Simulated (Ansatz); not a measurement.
A nudged elastic band was laid between two geometries of CH4 + ClH3Sn (10 atoms, charge 0, multiplicity 1).

All numbers below come from Ansatz 0.2.0, RKS r2SCAN/def2-SVP.

```yaml
movable_images: 3
climbing_image: yes
spring: 5.0 eV/Å²
optimiser: quadratic models (default)
start_path: through a guess of the saddle point
force_threshold: 0.03 eV/Å
iteration_limit: 60
end_points: relaxed
```

First end point:

```xyz
10
Properties=species:S:1:pos:R:3
Sn -0.629 0.180 -1.895
Cl 1.685 -0.323 -1.918
H -1.119 0.140 -3.531
H -1.375 -1.036 -0.959
H -0.771 1.736 -1.209
H 1.126 -0.209 1.044
C 0.441 -0.140 1.900
H -0.089 -1.093 2.025
H -0.287 0.667 1.734
H 1.017 0.078 2.809
```

Last end point:

```xyz
10
Properties=species:S:1:pos:R:3
Sn -0.966 0.161 -0.603
Cl 2.905 0.242 -0.980
H -0.050 -0.817 -1.696
H -2.600 -0.347 -0.716
H -0.824 1.789 -1.113
H 1.892 -0.409 -1.452
C -0.191 -0.119 1.384
H -0.381 -1.148 1.719
H -0.677 0.581 2.079
H 0.892 0.068 1.377
```

Question: Which bonds break or form, and what moves?

Answer: Bonds broken: Sn1–Cl2, H6–C7. Bonds formed: Sn1–C7, Cl2–H6. CH4 + ClH3Sn becomes CH6Sn + ClH.

Question: Give the energies along the band, and the barrier.

Answer: It converged. The highest image is number 2 of 0 to 4, 2.36 eV above the first end and 1.16 eV above the last; the last end lies 1.21 eV above the first. Neighbouring images differ by up to 2.3 eV, so the band resolves the path poorly. Another band between the same ends (7 images) ends at a top of the same energy, where a vibrational analysis finds 1 clearly imaginary mode. So few images can step over the top or miss a turn of the path. The orbitals stay closed-shell, which can raise the energy where a bond breaks towards radicals; this wasn't checked here.

```
image  path coordinate (Å)  energy (eV)  Sn1–Cl2 (Å)  H6–C7 (Å)  Sn1–C7 (Å)
    0                 0.00         0.00         2.37       1.10        3.96
    1                 2.36         0.10         2.38       1.10        3.77
    2                 4.72         2.36         2.87       1.34        2.39
    3                 6.20         1.31         3.67       2.45        2.17
    4                 7.68         1.21         3.89       3.53        2.15
```

Question: What is the geometry of the highest image?

Answer: 
```xyz
10
Properties=species:S:1:pos:R:3
Sn -0.693 0.212 -1.013
Cl 2.159 0.502 -1.004
H -0.372 -0.984 -2.176
H -2.235 -0.147 -0.299
H -0.670 1.869 -1.389
H 1.084 0.068 0.185
C 0.211 -0.296 1.140
H -0.189 -1.319 1.177
H -0.453 0.403 1.668
H 1.159 -0.308 1.711
```

Time of the run: 6 min on 2 threads of Arm Neoverse N1, on a shared host, peak memory 0.16 GiB.
